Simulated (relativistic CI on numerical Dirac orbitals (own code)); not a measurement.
**Hyperfine structure of Ga²⁺, mass number 69**

Computed by Dirac-Coulomb-Breit CI, KLI orbitals optimised for each configuration, model QED, valence Slater integrals scaled by 0.85, P86 correlation energy added to each configuration (own radial code, finite nucleus).

Configuration list (outside the closed core [Ar]): 3d¹⁰4s, 3d¹⁰4p, 3d¹⁰4d, 3d¹⁰4f, 3d⁹4s², 3d¹⁰5s, 3d¹⁰5p, 3d¹⁰6s, 3d¹⁰5d, 3d¹⁰6p, 3d⁹4s4p, 3d¹⁰5g, 3d¹⁰5f, 3d¹⁰7s, 3d¹⁰6d, 3d⁹4p². Levels of other configurations are missing.

Nuclear spin I = 3/2, μ = 2.01502 μN, Q = 0.171 b (tables of Stone and Pyykkö). The electronic factors are computed for point nuclear moments, without core polarisation; leaving it out makes A of s and p electrons in near-neutral atoms 20 to 40 % too small, and it can dominate for d and f shells.

```tsv
Level	E (cm⁻¹)	A (MHz)	B (MHz)
3d¹⁰4s ²S1/2	0.0	13730	
3d¹⁰4p ²P°1/2	63415.9	2634	
3d¹⁰4p ²P°3/2	64952.8	494	114
3d⁹4s² ²D5/2	124498.8	1085	-284
3d⁹4s² ²D3/2	127941.1	2569	-203
3d¹⁰5s ²S1/2	135800.8	3917	
3d¹⁰4d ²D3/2	138272.4	111.1	5.98
3d¹⁰4d ²D5/2	138379.5	44.59	9.25
```

Levels with J = 0, under 50 % of one LS term, or S terms without an open s electron are left out. Small factors come from cancelling terms and can be off by tens of per cent or more.

For a near-neutral ion this model can misplace configurations by up to about 10,000 cm⁻¹ (more where the count of f electrons changes) and terms by 10 to 25 % of their spread. Rates follow the energies as ν³ (E1, M1) or ν⁵ (E2), so they and the lifetimes can be off by large factors. The fine structure of a lone outer electron comes out too small, for d and f at times inverted, and misplaced configurations move strength between like terms. 23 of the 27 excited levels that our extract of the measured tables holds in this range could be paired (the sources list more); they are missed by 4788 cm⁻¹ on average and 5961 at most, and levels without a partner can miss by more.

Give the hyperfine levels of 3d¹⁰4s ²S1/2 relative to its centre of gravity.

With K = F(F + 1) − I(I + 1) − J(J + 1), E = AK/2: F = 1: -17160, F = 2: 10300 MHz.
